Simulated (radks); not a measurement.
Task: Rb2+, configuration [Ar] 3d10 4s2 4p5. Method: Dirac Kohn-Sham, XLYP, spin-unpolarised, spherical densities, point nucleus; open shells fill j = l - 1/2 first; computed with a radial shooting solver on a logarithmic mesh with Libxc functionals.

Spin-orbit splittings of the eigenvalues, e(l+1/2) - e(l-1/2), with zeta = 2 splitting/(2l+1) and mean radii in bohr:

shell  occ.  splitting (eV)  zeta (eV)  <r> j=l-1/2  <r> j=l+1/2
2p        6               ?          ?       0.1522       0.1563
3p        6           9.147      6.098       0.5116       0.5220
3d       10           1.554     0.6216       0.5227       0.5264
4p        5          0.9874     0.6583        1.620        1.652
4d        0         0.06535    0.02614        2.625        2.639

Estimate the 2p splitting.

Result: 60.84 eV (zeta = 40.56 eV).
